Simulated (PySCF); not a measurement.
Species: `SC1=CC=C2C=CSC2=C1`. The columns A, B, C and D hold Mulliken, IAO, Hirshfeld and ESP-fitted charges (e) of one PBE0/pcSseg-1 density (PySCF), in a shuffled order. Coordinates in Å (GFN2-xTB); the density's dipole moment is (-1.05, -0.02, -0.10) D.

| atom | x | y | z | A | B | C | D |
| --- | --- | --- | --- | --- | --- | --- | --- |
| S1 | 3.614 | -0.221 | -0.335 | +0.028 | -0.026 | +0.017 | -0.212 |
| C2 | 1.871 | -0.074 | -0.080 | -0.371 | -0.016 | -0.094 | -0.304 |
| C3 | 1.437 | 0.458 | 1.141 | +0.022 | -0.065 | -0.171 | +0.202 |
| C4 | 0.097 | 0.600 | 1.406 | -0.002 | -0.043 | -0.142 | -0.663 |
| C5 | -0.843 | 0.211 | 0.450 | -0.084 | -0.023 | -0.025 | +0.663 |
| C6 | -2.268 | 0.264 | 0.500 | +0.025 | -0.071 | -0.184 | -0.524 |
| C7 | -2.847 | -0.205 | -0.623 | -0.254 | -0.076 | -0.297 | -0.193 |
| S8 | -1.709 | -0.740 | -1.817 | +0.305 | +0.086 | +0.293 | +0.005 |
| C9 | -0.384 | -0.321 | -0.771 | -0.377 | -0.022 | -0.121 | -0.207 |
| C10 | 0.965 | -0.468 | -1.047 | +0.127 | -0.075 | -0.180 | -0.030 |
| H11 | 3.538 | -0.740 | -1.558 | +0.137 | +0.061 | +0.094 | +0.216 |
| H12 | 2.176 | 0.754 | 1.869 | +0.088 | +0.049 | +0.158 | +0.145 |
| H13 | -0.235 | 1.011 | 2.348 | +0.074 | +0.056 | +0.159 | +0.237 |
| H14 | -2.816 | 0.639 | 1.346 | +0.075 | +0.059 | +0.165 | +0.247 |
| H15 | -3.893 | -0.280 | -0.848 | +0.126 | +0.058 | +0.176 | +0.233 |
| H16 | 1.290 | -0.880 | -1.991 | +0.079 | +0.049 | +0.153 | +0.186 |

Problem. Which column most likely holds the ESP-fitted charges?

Solution. D. Σ q r misses the density's dipole by 0.05 D (D), 0.96 D (B), 1.55 D (A), 1.60 D (C). Charges fitted to the outside potential are the only set here that is tied to the molecule's multipoles.

Problem. And the Hirshfeld charges?

Solution. B. The mean sizes are 0.052 e (B), 0.136 e (A), 0.152 e (C), 0.267 e (D), and Hirshfeld charges are commonly the smallest of these schemes.

As computed, A = Mulliken, B = Hirshfeld, C = IAO, D = ESP-fitted. Hydrogens on carbon: Mulliken +0.07 to +0.13, Hirshfeld +0.05 to +0.06, IAO +0.15 to +0.18, ESP-fitted +0.15 to +0.25 e.

The ESP scheme is a least-squares fit of atom-centred charges to the potential on four shells outside the van der Waals surface, with the total charge fixed. The Hirshfeld scheme weights the molecular density at each point by an atom's share of the summed free-atom densities.

The structure is a single GFN2-xTB conformer in the gas phase; no vibrational or solvent corrections.

Shape of the structure used: `[SH:1][c:2]1[cH:3][cH:4][c:5]2[cH:6][cH:7][s:8][c:9]2[cH:10]1`: H–S1–C2–C3 180°.
